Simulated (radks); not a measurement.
Task: These are the eigenvalues of the occupied orbitals of an atom or ion with whole-number occupations (eV). Calculated with a radial shooting solver on a logarithmic mesh with Libxc functionals: non-relativistic Kohn-Sham, Slater X-alpha with alpha = 0.613, spin-unpolarised, spherical densities, point nucleus.

orbital  eigenvalue
1s        -5329.322
2s        -622.2892
2p        -529.9771
3s         -98.9996
3p         -73.8865
3d         -34.6173

Which element is it, and in what charge state? The configuration may be excited.

Result: Z = 23, vanadium, charge +3: V3+ in [Ar] 3d2. The list shows which subshells hold electrons but not how many an open one holds; the 1s level, -195.85 hartree, gives Z - s = 19.8 by -(Z - s)^2/2, which with screening narrows Z to a few neighbours, and the depths of the outer levels then fix element, charge and occupations together.
